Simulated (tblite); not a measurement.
CH4NOSi2 (charge -1).
Structure used (GFN2-xTB), in Å, numbered top down from 1:
```xyz
9
CH4NOSi2 angstrom
C      2.6656   -0.5621   -1.2683
N      1.8911   -0.0649   -0.5419
Si     0.5602    0.5298    0.4302
Si    -1.5182   -0.3760   -0.0295
O     -2.6062    0.1919    0.8894
H      1.1963    0.3174    1.7528
H      0.8116    1.9754    0.2144
H     -1.6952   -0.1418   -1.5068
H     -1.2917   -1.8636    0.0346
```

Method: GFN2-xTB as coded in tblite; computed harmonic values from a numerical Hessian at the method's own geometry, unscaled. This tight-binding method is rough: wavenumbers can miss measured ones by several per cent, in bad cases by 10 to 20. Modes of hydrogen on silicon can be 10 to 20 % off. One conformer, not necessarily the lowest.

Harmonic wavenumbers (cm⁻¹): 29.2, 81.8, 204.7, 205.2, 256.5, 294.2, 439.6, 509.7, 661.1, 668.7, 685.9, 729.6, 805.1, 862.5, 893.5, 1264.2, 1784.9, 1855.1, 2040.7, 2089.0, 2130.2.

A = 10223, B = 1447, C = 1303 MHz; mass 101.983 u (most abundant isotopes); point group Cs, symmetry number 1.

Q: Zero-point energy?

A: ½Σν̃ = 9246 cm⁻¹ = 110.60 kJ/mol.

Q: What is S at 298.15 K and 1 bar for an ideal gas of classical rigid rotors and harmonic oscillators?

A: Translation 166.53, rotation 113.86, vibration 85.15: S = 365.5 J/(mol K).

Q: And Cp and H(298.15 K) − H(0)?

A: Cp = 112.88 J/(mol K), of which vibrations give 79.62 (their classical limit is 21 R = 174.6); H(298.15 K) − H(0) = 22.61 kJ/mol without the zero-point energy, 12.70 from vibrations.

Q: What must be added to the electronic energy to get the Gibbs energy at 298.15 K and 1 bar?

A: ZPE + [H(298.15 K) − H(0)] − T·S = 110.60 + 22.61 − 108.99 = 24.22 kJ/mol.

Q: Blend soft modes into free rotors: weight 1/[1 + (100 cm⁻¹/ν̃)⁴] for the oscillator and the rest for a rotor with moment μB/(μ + B), μ = h/(8π²ν), B = 10⁻⁴⁴ kg m². What vibrational entropy results?

A: 75.43 J/(mol K) in place of 85.15, which changes −T·S at 298.15 K by +2.90 kJ/mol.

Q: Which modes carry the vibrational entropy at 298.15 K?

A: 29.2 cm⁻¹: 24.61; 81.8 cm⁻¹: 16.10; 204.7 cm⁻¹: 8.75; 205.2 cm⁻¹: 8.73; 256.5 cm⁻¹: 7.05; 294.2 cm⁻¹: 6.07 J/(mol K); the other 15 give 13.84 together.

Hindered rotation and anharmonicity are outside this model. Other conformers, if any are populated, would add a mixing term that is left out.
